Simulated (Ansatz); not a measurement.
Coupled-cluster diagnostics for InGa2, Ansatz.

Geometry of the doublet (PBE0-D4/def2-TZVP):

```csv
atom,x (Å),y (Å),z (Å)
Ga1,0.037,1.194,-1.233
Ga2,1.235,-0.006,0.681
In3,-1.272,-1.188,0.552
```

In the def2 sets In takes a core potential; there is no spin–orbit coupling. Correlated methods freeze 22 core orbitals; core or outer-core shells of Ga, In are correlated, in sets that lack core-valence functions. Another isomer (quartet) lies 0.18 eV lower at PBE0-D4/def2-TZVP; other spin states weren't run for this one.

Estimate the CCSD(T) correlation energy, the shares of MP2 and (T), T1 and the reference's ⟨S²⟩ for: charge 0, doublet, own geometry in def2-TZVPP; and the rough time on 4 threads of Arm Neoverse V2 on a shared host.


```csv
state,basis,correlation (eV),MP2 share (%),(T) share (%),T1,⟨S²⟩ (pure),wall time,remarks
"charge 0, doublet, own geometry",def2-TZVPP,-18.689,96.2,4.7,0.035,1.83 (0.75),40 s,"flagged by the program, spin-contaminated"
```
Customary marks for T1 are 0.02 (closed shells), 0.045 (open shells) and about 0.05 (3d metals). T1 exceeds 0.02 in 1 of 1 rows and 0.045 in 0; the higher it lies, the less the single-reference result can be trusted.
